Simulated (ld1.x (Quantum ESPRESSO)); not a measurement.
# Configuration tests for Ni (Z = 28) (TM)

- Element: Ni
- Generator: ld1.x (Quantum ESPRESSO) 7.5
- Type: norm-conserving Troullier–Martins (Kleinman–Bylander form)
- Functional: LDA (PZ)
- Relativity: scalar-relativistic
- Frozen core: [Ar]
- Valence charge: 10
- Reference configuration: 3d8 4s0 4p0 (charge +2)
- Partial waves: 4p (bound, empty): rc 2.25 bohr; 3d (bound): rc 1.50 bohr; 4f channel at -0.1 Ry: rc 2.05 bohr; 4s (bound, empty): rc 1.40 bohr
- Local potential: the s channel
- Core correction: none

Energies are relative to the spin-unpolarised reference configuration 3d8 4s0 4p0; without spin polarisation the order of configurations can differ from experiment. Spin-polarised rows fill each open shell by Hund’s rule, majority spin first.

```
       valence configuration  charge  ΔE all-electron (eV)  error AE − PS (meV)
                 3d8 4s1 4p0      +1               -17.659                  +32
                 3d7 4s0 4p0      +3                37.798                 -341
             3d8.5 4s1.5 4p0       0               -28.461                  +48
                 3d8 4s1 4p1       0               -22.580                  +37
                 3d8 4s0 4p2       0               -17.582                 +3.8
                 3d8 4s0 4p1      +1               -11.886                 +3.9
3d8 4s2 4p0 (spin-polarised)       0               -28.172                 +792
```

Task: What are ΔE and the potential's error for 3d8 4s2 4p0?

Result: ΔE = -27.260 eV all-electron; the error (AE − PS) is +84 meV.

Task: What are ΔE and the potential's error for 3d8 4s0 4p0 (spin-polarised)?

Result: ΔE = -0.945 eV all-electron; the error (AE − PS) is +700 meV.

Levels in the configuration 3d8.5 4s1.5 4p0:

```json
{"level": "3d", "all-electron (eV)": "-6.855", "pseudo (eV)": "-6.770"}
{"level": "4s", "all-electron (eV)": "-5.275", "pseudo (eV)": "-5.343"}
```

Note: ghost state, extra bound levels that the all-electron valence spectrum of the same l lacks: p at -363.1 eV. A true bound ghost makes a file unfit for plane-wave use.
